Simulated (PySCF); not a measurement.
An unknown is described by computed data only.

Formula: C7H16P2.

| Property | Result |
| --- | --- |
| Dipole | 0.29 D [PBE0/pcSseg-1] |
| NMR, other nuclei | isotropic shieldings of nuclei other than C and H, by class: 391 (1 P), 422 (1 P) ppm [GIAO PBE0/pcSseg-1] |
| 1H NMR | chemical shifts (computed TMS as zero) by class: 3.01 (1 H), 2.02 (1 H), 1.90 (2 H), 1.76 (2 H), 1.65 (2 H), 1.56 (2 H), 1.10 (6 H) ppm [GIAO PBE0/pcSseg-1] |
| Rotational structure | rotational constants A, B, C: 2.035, 0.687, 0.667 GHz [GFN2-xTB] |
| 13C NMR | chemical shifts (computed TMS as zero) by class: 37.5 (2 C), 35.4 (1 C), 31.4 (2 C), 16.8 (2 C) ppm [GIAO PBE0/pcSseg-1] |

Electronic properties: PySCF, gas phase, density fitting. Levels stand in brackets. Isolated species at its GFN2-xTB geometry (one conformer only). GFN2-xTB frequencies show an imaginary mode (26i cm⁻¹), so this geometry is no minimum at that level. NMR classes are plain means over equivalent atoms (diastereotopic ones count apart unless rotation or inversion swaps them), as if these changed places fast.

Q: Give a SMILES that accounts for the data.

A: Numbering: `[CH3:1][P:2]([CH3:3])[PH:4][CH:5]1[CH2:6][CH2:7][CH2:8][CH2:9]1`. 7 carbons fall into 4 classes; from least to most shielded: ring CH2 carbon [C6/C9] (37.5 ppm, 2 C, up to 2.7 ppm apart in this geometry), ring sp3 carbon bound to phosphorus [C5] (35.4 ppm), ring CH2 carbon [C7/C8] (31.4 ppm, 2 C, up to 3.0 ppm apart in this geometry), chain sp3 carbon bound to phosphorus [C1/C3] (16.8 ppm, 2 C, up to 4.7 ppm apart in this geometry). Hydrogen classes from least to most shielded: 1 H on a three-coordinate phosphorus, P4 (3.01 ppm), 1 H on an sp3 carbon bound to phosphorus, C5 (2.02 ppm), 2 H on 2 ring CH2 carbons, C6/C9 (1.90 ppm), 2 H on 2 ring CH2 carbons, C7/C8 (1.76 ppm), 2 H on 2 ring CH2 carbons, C7/C8 (1.65 ppm), 2 H on 2 ring CH2 carbons, C6/C9 (1.56 ppm, a mean of values up to 1.2 ppm apart in this geometry), 6 H on 2 like atoms (sp3 carbon bound to phosphorus), C1/C3 (1.10 ppm). The other shieldings belong to: 391 ppm, three-coordinate phosphorus [P4]; 422 ppm, three-coordinate phosphorus [P2]. The optimised geometry has point group C1 and is an asymmetric top. Structure: `CP(C)PC1CCCC1`. Computed isomers that give other values at the same levels: `CCCP1CCPCC1` (13C chemical shifts (computed TMS as zero) by class: 39.7 (1 C), 26.8 (2 C), 24.0 (1 C), 19.4 (1 C), 18.8 (2 C) ppm); `CCP1CCP(C)CC1` (13C chemical shifts (computed TMS as zero) by class: 32.1 (2 C), 30.6 (1 C), 30.2 (2 C), 17.7 (1 C), 12.3 (1 C) ppm); `C=[P@@](C)(/C=C\PC)CC` (13C chemical shifts (computed TMS as zero) by class: 174.7 (1 C), 128.2 (1 C), 34.0 (1 C), 15.2 (1 C), 12.4 (1 C), 8.3 (1 C), -9.5 (1 C) ppm). The assignments are read from this structure; whether some other isomer fits the data as well wasn't checked.
